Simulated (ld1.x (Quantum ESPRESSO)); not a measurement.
**Which change was made? (Ti, TM)**

| Property | Result |
| --- | --- |
| Element | Ti (Z = 22) |
| Generator | ld1.x (Quantum ESPRESSO) 7.5 |
| Type | norm-conserving Troullier–Martins (Kleinman–Bylander form) |
| Functional | LDA (PZ) |
| Relativity | scalar-relativistic |
| Frozen core | [Ar] |
| Valence charge | 4 |
| Reference configuration | 3d2 4s2 4p0 |
| Partial waves | 4s (bound): rc 2.40 bohr; 4p (bound, empty): rc 1.30 bohr; 3d (bound): rc 2.50 bohr |
| Local potential | the d channel |
| Core correction | Bessel-smoothed model core, default radius (core density twice the valence density) |

Cutoffs, loose and tight: the cutoffs (Ry, on a coarse ladder) from which the occupation-weighted sum of valence levels, in a spherical-Bessel basis at the reference potential, stays within 10 and 1 mRy of its value at 400 Ry. They do not see the model core or the augmentation charge, which bear on the density cutoff. Test errors are all-electron minus pseudo excitation energies from the reference, over the configurations 3d2 4s1 4p0; 3d2 4s0 4p0; 3d1 4s0 4p0; 3d2 4s1.5 4p0; 3d1 4s2 4p1; 3d1 4s2 4p0; 3d2.5 4s1.5 4p0 (two spin-polarised tests are not counted in the largest error); variants that change the core or the reference have their own tests. The largest error is taken over the tests solved by every variant that gives reliable tests at all, those not shown here included: 3d1 4s0 4p0; 3d1 4s2 4p0; 3d2 4s0 4p0; 3d2 4s1 4p0; 3d2 4s1.5 4p0; 3d2.5 4s1.5 4p0.

The base gives: outcome: generated; cutoff, loose: 40 Ry; cutoff, tight: 45 Ry; bound ghosts: p, s; largest test error (meV): -302.

(1) After one change the result is: outcome: generated; cutoff, loose: 55 Ry; cutoff, tight: 80 Ry; bound ghosts: s, p; largest test error (meV): -635. Which change was it?
A. all radii but the core radius scaled by about 1.19 (s 2.86, p 1.54, d 2.98 bohr)
B. all radii but the core radius scaled by about 0.76 (s 1.82, p 0.98, d 1.90 bohr)
C. all radii but the core radius scaled by about 1.30 (s 3.12, p 1.70, d 3.26 bohr)

Answers

(1) B. The others give: all radii but the core radius scaled by about 1.30 (s 3.12, p 1.70, d 3.26 bohr) → outcome: generated; cutoff, loose: 25 Ry; cutoff, tight: 30 Ry; bound ghosts: p, s; largest test error (meV): +158 | all radii but the core radius scaled by about 1.19 (s 2.86, p 1.54, d 2.98 bohr) → outcome: generated; cutoff, loose: 30 Ry; cutoff, tight: 35 Ry; bound ghosts: p, s; largest test error (meV): -109.
